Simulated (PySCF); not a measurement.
Vertical excitations of a molecule C2H4Cl2Ge from TDA-PBE/def2-SVPD in PySCF, as energy in eV (oscillator strength): 5.33 (0.005), 5.51 (0.009), 5.67 (0.005), 5.86 (0.020), 5.95 (0.015), 6.24 (0.012), 6.50 (0.031), 6.61 (0.017), 6.67 (0.054), 6.69 (0.004). Lowest triplet (TDA): 4.29 eV. Geometry: r2SCAN-D4/def2-SVP. Other conformers were not sampled.

Problem. Which structure fits?
A) C=[C](Cl)[GeH2][Cl]
B) Cl/C=[CH]\[GeH2][Cl]
C) ClC(Cl)=[CH][GeH3]
D) C=[CH][GeH]([Cl])[Cl]

Solution. D, C=[CH][GeH]([Cl])[Cl]
